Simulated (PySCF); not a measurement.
**PrH₃, valence singlet (4f shell in the core): structure and spectrum**

Computed with PySCF, PBE0, basis Pr lcecp-1-TZVP with ECP48, H def2-TZVP (scalar-relativistic core potentials, no spin–orbit coupling, density fitting).

The structure is a minimum.

```xyz
4
charge 0 multiplicity 1, angstrom
Pr    0.0000    0.0000   -0.0134
H     1.9754    0.0000    0.6223
H    -0.9877    1.7108    0.6223
H    -0.9877   -1.7108    0.6223
```

| Property | Result |
| --- | --- |
| Point group | C3v |
| Bond lengths | Pr–H 2.075 Å (×3) |
| Bond angles | H–Pr–H 111.1° (×3) |
| Rotational symmetry number | 3 |
| Principal polarisabilities | 39.3, 66.5, 66.5 bohr³ |
| Heat capacity Cp at 298.15 K | 51.5 J/(mol K) |
| Principal quadrupole moments (Buckingham, traceless) about the centre of mass | -6.99, -6.99, 13.99 D Å |
| Lowest empty level | -1.98 eV |
| Entropy at 298.15 K and 1 bar | 247.7 J/(mol K) |
| Dipole moment | 4.71 D |
| Highest occupied level | -6.80 eV |
| Rotational constants | 2.376, 2.376, 1.429 cm⁻¹ |
| Zero-point energy | 33.3 kJ/mol |
| Enthalpy at 298.15 K above 0 K | 12.13 kJ/mol |

Harmonic modes (masses in u: Pr 140.908, H 1.008):
| symmetry | ω (cm⁻¹) | IR (km/mol, summed over degenerate members) |
| --- | --- | --- |
| a1 | 313 | 503 |
| e | 521 | 217 |
| e | 1381 | 1967 |
| a1 | 1447 | 117 |

In C3v the vibrations span 2a1 + 2e.

Charges (e):
| atom | Mulliken | Löwdin | polar tensor | Mayer order to Pr1 |
| --- | --- | --- | --- | --- |
| Pr1 | 0.87 | 0.61 | 1.66 | – |
| H2,3,4 | -0.29 | -0.20 | -0.55 | 0.91 |

Mulliken populations on Pr1 (electrons outside its core potential): s 2.53, p 6.22, d 1.35, f 0.03.

Only a few start shapes were tried, so a lower isomer may exist. The 4f shell sits in the core potential, so its spin is not counted.

The final relaxation and frequency run took roughly 100 core-seconds on a shared host.
